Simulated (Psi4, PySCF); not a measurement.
The Psi4 input:
```
memory 2 GB

molecule mol {
0 1
As   -0.000000   -0.000000   -1.046992
As    0.000000    0.000000    1.046992
}

set {
  basis cc-pvtz
  reference rks
  scf_type pk
  puream true
  d_convergence 1e-8
  dft_radial_points 99
  dft_spherical_points 590
}

energy('b3lyp5')
print_variables()
```

Problem. Write the same job for PySCF.

Solution. This is not unique; one that fits is 
```python
from pyscf import gto, scf, dft

mol = gto.M(
    atom='''
As   -0.00000000   -0.00000000   -1.04699221
As    0.00000000    0.00000000    1.04699221
''',
    basis='cc-pvtz',
    verbose=4,
)

mf = dft.RKS(mol)
mf.xc = 'b3lyp5'
mf.grids.atom_grid = (99, 590)
mf.grids.prune = None
mf.kernel()
```

Both were run: Psi4 gave -4471.667354 Eh and PySCF -4471.667354 Eh, 0.000 mEh apart.
